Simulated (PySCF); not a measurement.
C3H6GeO, SMILES C#C[CH2][GeH2][OH]. Atoms are numbered in the order given.

```xyz
11

C     -0.2720    -3.1675     0.0000
C      0.3286    -2.1007     0.0000
C      0.9816    -0.8059     0.0000
Ge    -0.3616     0.6467     0.0000
O      0.6566     2.1391     0.0000
H     -0.7862    -4.1177     0.0000
H      1.6251    -0.6671     0.8943
H      1.6251    -0.6671    -0.8943
H     -1.2410     0.5719     1.2818
H     -1.2410     0.5719    -1.2818
H      0.1078     2.9444     0.0000
```

Geometry optimised at PBE-D3(BJ)/def2-SVP. The structure was generated by enumeration, and PubChem lists no compound with its InChIKey, so it may never have been made. Other conformers were not sampled.

All values below come from PySCF with PBE-D3(BJ)/def2-SVP.

Frequencies are harmonic and unscaled.

| mode | ν (cm⁻¹) | IR (km/mol) | moving atoms (share of kinetic energy) |
|---|---|---|---|
| 1 | 42 | 0.7 | O 36 %, C 35 %, H 22 % |
| 2 | 91 | 1.9 | C 43 %, O 24 %, Ge 18 %, H 15 % |
| 3 | 147 | 101.0 | H 94 % |
| 4 | 197 | 5.6 | C 40 %, O 34 %, Ge 15 %, H 11 % |
| 5 | 332 | 8.9 | C 68 %, H 32 % |
| 6 | 402 | 12.2 | C 82 %, Ge 10 % |
| 7 | 440 | 16.4 | H 93 % |
| 8 | 606 | 53.4 | C 51 %, H 42 % |
| 9 | 618 | 27.8 | H 89 % |
| 10 | 626 | 11.5 | H 64 %, C 31 % |
| 11 | 648 | 37.9 | H 79 %, C 21 % |
| 12 | 669 | 107.7 | O 80 %, Ge 19 % |
| 13 | 753 | 135.6 | H 89 %, C 10 % |
| 14 | 774 | 16.1 | H 66 %, C 32 % |
| 15 | 849 | 80.3 | H 98 % |
| 16 | 890 | 32.0 | H 89 % |
| 17 | 967 | 2.3 | C 66 %, H 34 % |
| 18 | 1092 | 2.1 | H 88 %, C 11 % |
| 19 | 1117 | 12.8 | H 57 %, C 43 % |
| 20 | 1361 | 4.4 | H 90 %, C 10 % |
| 21 | 2054 | 83.2 | H 99 % |
| 22 | 2063 | 159.4 | H 98 % |
| 23 | 2159 | 19.0 | C 91 %, H 9 % |
| 24 | 2985 | 3.7 | H 95 % |
| 25 | 3042 | 0.0 | H 90 %, C 10 % |
| 26 | 3410 | 79.1 | H 86 %, C 14 % |
| 27 | 3737 | 58.9 | H 94 % |
